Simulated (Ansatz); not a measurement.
GaI₃⁺. The state is a doublet with charge 1. Geometry r2SCAN-D4/def2-SVP, that of the neutral singlet; atoms count from 1.

Cartesian coordinates in Å:
```
Ga -0.0001 0.0001 0.0000
I -0.0725 2.4735 -0.0435
I -1.7930 -1.3102 -1.0923
I 1.8656 -1.1634 1.1359
```

In the def2 sets I takes a core potential; there is no spin–orbit coupling.

Problem. Estimate the Mulliken populations from the PBE0/def2-TZVP orbitals of Ansatz.

Solution. 
```csv
atom,charge (e),spin (α − β)
Ga1,0.51,-0.08
I2,0.16,0.36
I3,0.16,0.36
I4,0.16,0.36
```
Mulliken values depend strongly on the basis.

Problem. Where does the spin sit?

Solution. Summed by element: Ga -0.08, I 1.08, of 1 unpaired in all. Largest on single atoms: I4 0.36, I3 0.36, I2 0.36.

Problem. And the Mayer bond orders between heavy atoms (over 0.3)?

Solution. Ga1–I2 1.12 (2.47 Å); Ga1–I3 1.12 (2.47 Å); Ga1–I4 1.12 (2.47 Å).
